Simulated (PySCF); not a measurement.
C4H6OSe, SMILES [SeH][C@H]1C(CO1)=C. Coordinates come from a PBE-D3(BJ)/def2-SVP optimisation. The structure was generated by enumeration; whether it is a known compound was not checked. The values are those of a single conformer.

Method: PySCF with PBE-D3(BJ)/def2-SVP.

Harmonic wavenumbers (cm⁻¹): 87, 128, 213, 270, 341, 413, 565, 694, 702, 769, 871, 875, 904, 975, 984, 1001, 1096, 1131, 1183, 1224, 1268, 1370, 1425, 1741, 2348, 2944, 2996, 3003, 3081, 3180. Rotational constants (GHz): 4.202, 1.535, 1.213; symmetry number 1.

Problem. Work out the zero-point energy and the ideal-gas rigid-rotor harmonic-oscillator thermochemistry at 298.15 K and 1 atm.

Solution. ZPE = ½ Σ hcν = ½ × 37782 cm⁻¹ = 225.99 kJ/mol. H − E(el) = 246.41 kJ/mol. Entropy in J/(mol K): translation 171.16, rotation 117.61, vibration 61.95, total 350.72. G − E(el) = 141.84 kJ/mol. Cp = 108.77 J/(mol K). Modes under 150 cm⁻¹ make the vibrational entropy uncertain.
